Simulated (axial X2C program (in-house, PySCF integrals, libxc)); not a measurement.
KY: a run with one poor setting

Calculated with an in-house all-electron X2C program for linear molecules (integrals from PySCF). Two-component (2c) means X2C with spin–orbit coupling and atomic mean-field two-electron Coulomb and Gaunt terms. Basis: Y dyall-v3z [11s12p9d4f2g], K dyall-v3z [11s12p4d2f] (cores contracted in-house); Gaussian nuclei, density fitting, unrestricted open shells. Masses: Y 88.906 u, K 38.964 u.

One setting of this run was spoiled on purpose, so its numbers are not properties of KY. Level: r2SCAN0, with spin–orbit coupling; state Ω = 1 (⟨Sz⟩ = -1.00, ⟨Lz⟩ = 2.00 at r2SCAN0).

```csv
R (Å),E − E(lowest point) (eV),SCF iterations
3.638,0.1378,15
3.806,0.0618,14
3.931,0.0276,14
4.056,0.0082,13
4.182,0.0000,13
4.328,0.0009,13
4.475,0.0095,13
4.663,0.0278,13
4.893,0.0559,13
5.228,0.0998,13
```

Fit: Re 4.239 Å, ωe 67.7 cm⁻¹, residual 0.25 microhartree, De 0.16 eV.

Output at the reference distance:

```
two-component X2C + atomic mean field  r2SCAN0
basis functions 219  fitting functions 733  grid points 5810
iter        total energy     max residual
   1      -3985.724896246     5.80e-02
   2      -3985.727755239     1.08e-03
   3      -3985.727925265     1.06e-03
   4      -3985.727983402     6.47e-04
   5      -3985.728016137     3.09e-04
   6      -3985.728045956     2.40e-04
   7      -3985.728062596     1.05e-04
   8      -3985.728067258     7.57e-05
   9      -3985.728068753     2.59e-05
  10      -3985.728068944     9.08e-06
  11      -3985.728068964     5.21e-06
  12      -3985.728068967     3.68e-06
  13      -3985.728068969     2.39e-06
converged
one-electron -5688.07711102  Coulomb 1754.12246311  exact exchange -35.30556114  xc functional -108.65770559  nuclear repulsion 93.76382432  atomic mean-field constant -1.57397864
```

**Question.** Which setting was spoiled?
A. virtual space cut too low
B. integration grid too coarse
C. too few iterations allowed
D. density fitting set too sparse
E. an excited determinant was followed

**Answer.** D. Density fitting set too sparse: ratio 3 between fitting exponents against the usual 2.
